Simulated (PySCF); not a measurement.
Compound: C6H10FN3.
Geometry (PBE0-D3(BJ)/def2-SVP, Å), atoms numbered from 1 in this order:
```
atom  x, y, z in Å
C1     1.9695   -1.1307    0.6783
C2     1.4871   -0.0948   -0.2658
C3     2.1393    0.6533   -1.2263
F4     3.4183    0.6070   -1.5349
N5     1.2898    1.4783   -1.8418
N6     0.1134    1.2960   -1.3257
N7     0.2120    0.3657   -0.3835
C8    -0.9810   -0.0583    0.3451
C9    -1.9542   -0.7419   -0.6044
C10   -1.5956    1.1241    1.0779
H11    1.7875   -0.8513    1.7282
H12    3.0525   -1.2559    0.5485
H13    1.4949   -2.1087    0.4999
H14   -0.6214   -0.7920    1.0830
H15   -1.4835   -1.6040   -1.0995
H16   -2.2815   -0.0356   -1.3808
H17   -2.8376   -1.0969   -0.0541
H18   -1.9102    1.8936    0.3587
H19   -0.8732    1.5770    1.7724
H20   -2.4739    0.7972    1.6533
```

All values: PBE0/pcSseg-1 (PySCF, non-relativistic), on one gas-phase PBE0-D3(BJ)/def2-SVP geometry that isn't relaxed in the solvent. The solvent is an IEF-PCM continuum (van der Waals radii × 1.2). The model holds no explicit solvent molecules, cavitation or dispersion.

Gas phase at PBE0/pcSseg-1: HOMO -7.08 eV, LUMO -0.14 eV, dipole 5.62 D.

Problem. What does the continuum do to the energy, the frontier levels and the dipole at PBE0/pcSseg-1 in benzene and chloroform?

Solution. 
```csv
solvent,ε,E(solvent) − E(gas) (kJ/mol),polarisation term (kJ/mol),distortion of the solute (kJ/mol),HOMO (eV),LUMO (eV),dipole (D)
benzene,2.271,-15.84,-17.66,1.82,-7.12,-0.17,6.45
chloroform,4.711,-25.57,-30.50,4.93,-7.16,-0.21,6.98
```

Polarisation term: ½ Σ q·V over the induced surface charges. Distortion: the rise of the solute's own energy as its density leaves the gas-phase optimum. From benzene to chloroform the lowering changes by a factor 1.61, Onsager's factor (ε − 1)/(2ε + 1) by 1.55 and ε itself by 2.1.

Problem. Which radius a makes the point-dipole formula ΔE = −[(ε − 1)/(2ε + 1)]·μ²/a³ give the value in chloroform, with the gas-phase dipole?

Solution. μ = 2.213 au and |ΔE| = 0.00974 Eh give a = 2.98 Å; the farthest nucleus lies 3.80 Å from the centroid of the nuclei, so such a sphere wouldn't even hold the nuclei. The formula assumes a rigid point dipole at the centre of a sphere.

Problem. Give the dipole vector in the frame of the coordinates (D, pointing from negative to positive charge), gas and chloroform.

Solution. Gas (-1.80, -3.48, 4.04), solvent (-2.01, -4.39, 5.04). Its length changes by +24 % and its direction by 2°.

Problem. Which Hirshfeld charges (PBE0/pcSseg-1) respond most in benzene (means over atoms taken as equivalent)?

Solution. 
```tsv
atoms	environment	gas (e)	solvent (e)	change
N5	pyridine-type nitrogen	-0.167	-0.187	-0.020
N6	pyridine-type nitrogen	-0.069	-0.081	-0.012
C2	substituted aromatic carbon	+0.010	+0.017	+0.007
H14	methine hydrogen	+0.047	+0.053	+0.006
N7	pyrrole-type nitrogen	+0.046	+0.050	+0.004
H11/H12/H13	methyl hydrogen	+0.054	+0.058	+0.004
F4	aryl fluorine	-0.073	-0.077	-0.004
C3	aromatic C–F carbon	+0.080	+0.076	-0.004
```

Problem. Which Mayer bond orders change most in benzene?

Solution. 
```csv
bond,length (Å),gas,solvent,change
N7–C2,1.361,1.041,1.052,+0.011
N5–N6,1.297,1.394,1.384,-0.010
N6–N7,1.328,1.210,1.220,+0.010
C3–N5,1.335,1.422,1.429,+0.007
N7–C8,1.461,0.857,0.851,-0.006
C1–C2,1.482,1.072,1.076,+0.004
C3–F4,1.317,0.991,0.987,-0.004
C1–H11,1.102,0.938,0.934,-0.004
```
